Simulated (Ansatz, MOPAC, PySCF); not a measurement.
Lewis adduct: BH3 (SMILES B) (first 4 atoms) with C2H6O (SMILES COC); geometry from B3LYP-D3(BJ)/def2-TZVP, rigid monomers moved along the line of their centres of mass till B1···O6 is 1.90 Å.
(charge 0, multiplicity 1):
```xyz
13

B      0.14919     0.22652     1.09459
H      1.28059     0.51303     0.80576
H     -0.68600     1.01995     0.75031
H     -0.14383    -0.93133     0.90094
C     -1.17642     0.15424     3.57153
O      0.12547     0.34213     2.99247
C      1.14014    -0.44573     3.63686
H     -1.12284     0.38614     4.63486
H     -1.50529    -0.87513     3.41520
H     -1.84378     0.83992     3.06081
H      1.15072    -0.20136     4.69869
H      2.08203    -0.17793     3.17050
H      0.93538    -1.50747     3.48528
```

Monomers are frozen at their geometry in the pair; levels with a basis set take the counterpoise correction. Rows marked so take none.

Rows in 6-311+G** carry no dispersion term and start afresh at each structure. The state that PM7 reach isn't checked; PM7 holds dispersion and hydrogen-bond terms.

Run with Ansatz (Gaussian orbitals); MOPAC for PM7 (differences of heats of formation); PySCF for 6-311+G** rows, the dispersion terms. Values without a source in brackets are computed.

One of these levels gives -21.26 kcal/mol for the interaction energy. Which?
A. B3LYP/6-311+G** (no counterpoise)
B. PBE-D4/def2-TZVPPD
C. PM7

C, PM7. The others give -29.59 (PBE-D4/def2-TZVPPD), -24.98 (B3LYP/6-311+G** (no counterpoise))

Ansatz is a first-principles code.
